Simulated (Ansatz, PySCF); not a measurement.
System: C₂H₂Cl₄, charge 0, multiplicity 1. SMILES: ClC(Cl)C(Cl)Cl
Geometry: optimised at B3LYP-D3(BJ)/def2-TZVP (Ansatz, a program for electronic structure).

Quantity: atomisation energy, in kcal/mol. Terms: 6-311+G** with 5d, 6d on Na to Ar in Ansatz; valence correlation only; open shells spin-unrestricted; LANL2DZ with its own core potentials from Na on; atomisation electronic, to ground-state atoms; six Cartesian d functions in 6-31G* and its kin unless marked 5d; non-relativistic; spin-orbit terms left out; no dispersion term unless named. CBS marks a two-point X^-3 extrapolation of the correlation energy; Hartree-Fock from the larger set. [CCSD(T)-MP2]/basis is that difference in the basis named. First-principles rows: single points at B3LYP-D3(BJ) geometries (Ansatz).

Coupled cluster (Ansatz) is a level with limits of its own, used here on species with T1 under 0.025 (0.045 for open shells) and stable references: RI-MP2/CBS(cc-pV(T+d)Z,cc-pV(Q+d)Z)+[CCSD(T)-MP2]/cc-pV(T+d)Z.

Value to compare with, RI-MP2/CBS(cc-pV(T+d)Z,cc-pV(Q+d)Z)+[CCSD(T)-MP2]/cc-pV(T+d)Z (Ansatz): 618.9 kcal/mol.

```tsv
level	program	atomisation energy (kcal/mol)	difference
PBE/3-21G	Ansatz	602.0	-16.9
PBE/6-31G*	Ansatz	637.2	18.3
PBE/def2-SVP	Ansatz	644.0	25.1
BLYP/6-31G*	Ansatz	595.0	-23.9
BP86/def2-SVP	PySCF	636.1	17.2
B3LYP/3-21G	Ansatz	553.0	-65.9
B3LYP/LANL2DZ	Ansatz	536.2	-82.7
B3LYP/6-31+G*	Ansatz	587.3	-31.6
M06-2X/6-311+G**	PySCF	610.9	-8.0
B3LYP/def2-TZVPD	Ansatz	597.5	-21.4
wB97M-V/def2-TZVPD	Ansatz	622.5	3.6
```

Among the 9 habitual levels, B3LYP/LANL2DZ lies farthest from RI-MP2/CBS(cc-pV(T+d)Z,cc-pV(Q+d)Z)+[CCSD(T)-MP2]/cc-pV(T+d)Z (Ansatz) (-82.7 kcal/mol) and M06-2X/6-311+G** nearest (-8.0); 3 of 9 lie above it, and their mean absolute difference is 32.2 kcal/mol, the median 23.9. One case shows no general order.

The levels are drawn from those run, B3LYP/6-31G* more often than the rest, none by its result; left out are runs that failed, that the program found above a lower state of the same kind, or whose <S^2> lies over 0.5 above the pure value.
